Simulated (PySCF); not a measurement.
Species: Sn(vinyl)(NCO)3, C5H3N3O3Sn.
Structure used (PBE0-D3(BJ)/def2-SVP), in Å, numbered top down from 1:
```
atom  x, y, z in Å
Sn1   -0.3020    0.0517    0.0972
C2    -0.3172   -0.1955    2.1761
C3     0.8349   -0.4136    2.8127
H4    -1.2704   -0.1290    2.7096
H5     1.7914   -0.4783    2.2827
H6     0.8655   -0.5359    3.9012
N7     1.6084   -0.1578   -0.5038
C8     2.3781   -0.1227   -1.4335
O9     3.1717   -0.1059   -2.2880
N10   -0.9479    1.8589   -0.4851
C11   -1.3015    2.5958   -1.3718
O12   -1.6537    3.3546   -2.1849
N13   -1.4192   -1.2640   -0.9254
C14   -1.6165   -1.9334   -1.9079
O15   -1.8543   -2.6010   -2.8349
```

Method: TDDFT B3LYP/def2-SVPD, vertical, gas phase, core orbitals frozen in the response, def2 core potentials past Kr (PySCF). Spin–orbit coupling is left out.

```
state  λ (nm)  E (eV)       f  |μ| (D)  main configurations (H = HOMO, L = LUMO)
   S1   218.2    5.68  0.0035     0.40                     H→L+1 (86%), H→L (9%)
   S2   212.5    5.83   0.031     1.19     H-1→L+1 (64%), H-1→L (13%), H→L (12%)
   S3   209.9    5.91   0.026     1.07                  H-2→L+1 (51%), H→L (27%)
   S4   207.2    5.98   0.038     1.30   H→L (38%), H-2→L+1 (30%), H-3→L+1 (14%)
   S5   206.5    6.01  0.0078     0.59                  H-2→L (45%), H-1→L (44%)
   S6   205.7    6.03   0.011     0.68    H-2→L (45%), H-1→L (35%), H-1→L+1 (8%)
   S7   201.9    6.14   0.026     1.07                H-3→L+1 (65%), H-3→L (11%)
   S8   200.1    6.20   0.019     0.90                             H-4→L+1 (81%)
   S9   194.2    6.38   0.018     0.86                  H-4→L (57%), H-3→L (26%)
  S10   193.5    6.41   0.015     0.78     H-3→L (48%), H-4→L (24%), H-5→L (14%)
```

Triplets, Tamm–Dancoff:

| state | E (eV) | λ (nm) | main configurations (H = HOMO, L = LUMO) |
| --- | --- | --- | --- |
| T1 | 4.39 | 282.6 | H-5→L (60%), H-3→L (18%) |
| T2 | 5.39 | 230.2 | H→L+1 (83%), H→L (8%) |
| T3 | 5.40 | 229.5 | H-1→L+1 (66%), H-2→L+1 (16%) |
| T4 | 5.43 | 228.3 | H-2→L+1 (67%), H-1→L+1 (20%) |

The lowest singlet lies at 5.68 eV (218 nm, ultraviolet) and is very weak; its leading configuration is HOMO→LUMO+1 (86%). The strongest level in the table is S4 at 5.98 eV (207 nm, f = 0.038). Löwdin shares by element: HOMO nitrogen 40% or more, oxygen 26% or more (atoms not listed hold the other 34%); LUMO carbon 67% or more, tin 11%, hydrogen 4% or more (atoms not listed hold the other 18%). Orbital energies (eV): HOMO-3 -8.98, HOMO-2 -8.66, HOMO-1 -8.62, HOMO -8.56, LUMO -1.92, LUMO+1 -1.82, LUMO+2 -0.60. Weighted by f, the mean energy of these states is 6.06 eV. Of the 10 states listed, 8 reach f = 0.01 and none stays under 0.0005. No computed singlet lies in the visible range (380 to 750 nm); the lowest, at 218 nm, stands 2.42 eV above its violet end (3.26 eV). All these states lie below the vertical ionisation energy of 10.30 eV (ΔSCF). Only the lowest 10 singlets were computed, as vertical energies without vibronic structure.

One conformer stands for the species.
